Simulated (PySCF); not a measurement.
**Correlation energy of Cd+ (cadmium, charge +1)**

[Kr] 4d10 5s1, 2S determinant. Calculation: PySCF 2.14, in def2-SVP with the def2 core potential (28 electrons) (5s3p2d1f, 31 functions); a scalar-relativistic core potential. Frozen: 4s2 4p6; 11 electrons correlated.

MP2 pair energies summed by pair of shells (mhartree):

| pair | energy | share (%) |
| --- | --- | --- |
| 4d-4d | -212.07 | 89.3 |
| 4d-5s | -25.36 | 10.7 |

Total MP2 correlation energy: -237.44 mhartree.

Same-spin part -92.84 and opposite-spin part -144.60 mhartree; SCS-MP2 scales them by 1/3 and 6/5 to -204.47 mhartree.

```
  level  correlation energy (mhartree)
   CCSD                        -229.24
    (T)                          -2.91
CCSD(T)                        -232.15
```

Diagnostics: T1 = 0.0055, D1 = 0.0240, largest double amplitude 0.021.

Cost of the coupled-cluster step: 0.5 s of wall time on 1 thread of Neoverse-V1 (shared host), for 11 correlated electrons.

Iterations:

```
CC2 = 0
CCSD nocc = (np.int64(6), np.int64(5)), nmo = (27, 27)
frozen orbitals [[0, 1, 2, 3], [0, 1, 2, 3]]
max_cycle = 100
direct = 0
conv_tol = 1e-08
conv_tol_normt = 1e-06
diis_space = 8
diis_start_cycle = 0
Init t2, MP2 energy = -0.237438293974367
Init E_corr(UCCSD) = -0.237438294000831
cycle = 1  E_corr(UCCSD) = -0.227239501245561  dE = 0.0101987928  norm(t1,t2) = 0.0273982
cycle = 2  E_corr(UCCSD) = -0.228929500730643  dE = -0.00168999949  norm(t1,t2) = 0.00790903
cycle = 3  E_corr(UCCSD) = -0.229199002180227  dE = -0.00026950145  norm(t1,t2) = 0.00314799
cycle = 4  E_corr(UCCSD) = -0.229242393463957  dE = -4.33912837e-05  norm(t1,t2) = 0.000360599
cycle = 5  E_corr(UCCSD) = -0.229238672694161  dE = 3.7207698e-06  norm(t1,t2) = 8.59916e-05
cycle = 6  E_corr(UCCSD) = -0.229236932609761  dE = 1.7400844e-06  norm(t1,t2) = 1.81153e-05
cycle = 7  E_corr(UCCSD) = -0.229237581972781  dE = -6.4936302e-07  norm(t1,t2) = 4.00546e-06
cycle = 8  E_corr(UCCSD) = -0.229237563359284  dE = 1.86134974e-08  norm(t1,t2) = 3.35083e-07
cycle = 9  E_corr(UCCSD) = -0.22923756299215  dE = 3.67133435e-10  norm(t1,t2) = 4.79094e-08
UCCSD converged
E(UCCSD) = -166.806229647799  E_corr = -0.2292375629921505
UCCSD(T) correction = -0.00290617555364026
```
